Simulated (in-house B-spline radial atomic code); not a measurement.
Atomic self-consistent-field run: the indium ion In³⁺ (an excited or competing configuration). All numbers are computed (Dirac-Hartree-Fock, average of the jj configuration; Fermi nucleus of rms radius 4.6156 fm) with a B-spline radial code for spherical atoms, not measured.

In the input, a minus or plus after the letter marks the j = l - 1/2 or j = l + 1/2 subshell.

Command:
```bash
python run_scf.py task.json out
```
Settings (nuclear radius in fm, mass in u):
```
Z                49
configuration    1s2 2s2 2p6 3s2 3p6 3d-4 3d+5 4s2 4p6 4d10 8p+1
hamiltonian      dirac
method           hf
spin_polarised   False
nucleus          fermi
rms_radius       4.6156
atomic_mass      114.90388
speed_of_light   137.035999084
```

Output (hartree, bohr):
```
 radial grid: 81 intervals, B-splines of order 8, outer radius 60 bohr

 iter        energy (Eh)    residual
    1       -5843.062301    5.95e-01
    2       -5855.931411    5.79e-01
    3       -5860.698287    1.48e-01
    4       -5861.088623    4.08e-02
    5       -5861.113111    1.76e-02
    6       -5861.119854    1.28e-03
    7       -5861.119876    1.02e-04
    8       -5861.119876    9.42e-06
    9       -5861.119876    1.12e-06
   10       -5861.119876    1.74e-07

 total energy                     -5861.11988
 kinetic                            6160.7218
 electron-nucleus                 -14129.1342
 electron-electron                  2107.2926

 first-order corrections (not in the total)
   Gaunt                             4.5862
   retardation                      -0.4669
   frequency dependence             -0.0386
   self-energy                       3.1095
   Uehling                          -0.3987
   Wichmann-Kroll                    0.0079
   recoil                            0.0192

 orbital      occ     eigenvalue          <r>       <r^2>       <1/r>     <1/r^2>     <1/r^3>       r_max    small
 1s1/2      2.000     -1035.7638    0.0297064  0.00119415     51.8577     5789.29           -     0.01922  3.23e-02
 2s1/2      2.000      -160.9413     0.127869   0.0193406     12.0281      664.95           -      0.1086  6.85e-03
 2p1/2      2.000      -149.8834      0.10853   0.0144763     11.9682      213.11           -     0.08394  6.83e-03
 2p3/2      4.000      -142.0317     0.113702   0.0157591     11.1899     170.533     4011.71     0.08831  6.54e-03
 3s1/2      2.000       -33.9096     0.344332    0.135617     4.28081     132.038           -      0.3135  2.01e-03
 3p1/2      2.000       -29.4545      0.33548     0.13072     4.18358     42.2933           -      0.3004  1.94e-03
 3p3/2      4.000       -27.8721     0.346188    0.138995     3.99092     34.1109     756.301      0.3102  1.86e-03
 3d3/2      4.000       -20.1750     0.316875    0.118919     3.83226      18.469     118.316      0.2545  1.74e-03
 3d5/2      5.000       -19.8478      0.32379    0.124993     3.75833     17.7164     109.482       0.258  1.70e-03
 4s1/2      2.000        -7.1629     0.835673    0.788668     1.65443     25.8669           -        0.76  5.18e-04
 4p1/2      2.000        -5.5919     0.880937    0.883975     1.54645     7.95795           -      0.7864  4.66e-04
 4p3/2      4.000        -5.3128     0.907069    0.937006     1.48959      6.4917     130.998      0.8092  4.45e-04
 4d3/2      4.000        -2.7663      1.06276     1.32003     1.23843     2.82632     14.8904       0.886  3.23e-04
 4d5/2      6.000        -2.7170      1.07535     1.35625     1.24098     2.88546     14.9979      0.9006  3.33e-04
 8p3/2      1.000        -0.2403      12.3065     169.021    0.111632   0.0724935     1.20669       13.32  8.88e-06
```

Cost of the run: 1.1 s on 1 thread of Intel(R) Xeon(R) 6975P-C, with other jobs on the host.

For the Dirac Hamiltonian the kinetic term is c α·p + (β - 1)c².
